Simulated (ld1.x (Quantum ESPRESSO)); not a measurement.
Ranking PAW potentials for chlorine

All share these settings but for the change named:

- Element: Cl (Z = 17)
- Generator: ld1.x (Quantum ESPRESSO) 7.5
- Type: PAW
- Functional: PBE
- Relativity: non-relativistic
- Frozen core: [Ne]
- Valence charge: 7
- Reference configuration: 3s2 3p5
- Partial waves: 3s (bound): rcut 0.95, rcutus 1.30 bohr; 3s channel at -0.45 Ry: rcut 0.95, rcutus 1.30 bohr; 3p (bound): rcut 1.35, rcutus 1.65 bohr; 3p channel at -0.3 Ry: rcut 1.35, rcutus 1.65 bohr; 3d channel at 0.3 Ry: rcut 1.45, rcutus 1.80 bohr; 3d channel at 1.65 Ry: rcut 1.45, rcutus 1.80 bohr
- Local potential: all-electron potential smoothed inside 1.05 bohr (lloc = -1)
- Core correction: Bessel-smoothed model core inside 1.00 bohr
- Augmentation charge: PSQ, inside the norm-conserving radii

Test errors are all-electron minus pseudo excitation energies from the reference, over 3s2 3p4; 3s2 3p3; 3s2 3p2; 3s2 3p4.5; 3s2 3p1; 3s2 3p5.3; 3s1 3p6. None of these files shows a bound ghost.

The base gives 73.0 meV.

Of 10 variants that were run, those that failed, showed a ghost or another fault, or gave nearly equal values are left out.

A variant can come out equal or close to the base, since the largest error may sit in a test that the change hardly touches while other tests move.

(1) Rank these variants by their largest absolute test error, smallest first.
A. core correction a·sin(br)/r model core, default radius (ld1.x builds one for every PAW set, though the input has nlcc=.false.)
B. local potential all-electron potential smoothed inside 1.60 bohr (lloc = -1)
C. type ultrasoft; local potential all-electron potential smoothed inside 1.20 bohr (lloc = -1)

Answers

(1) A (53.9 meV), B (75.1 meV), C (112.5 meV).
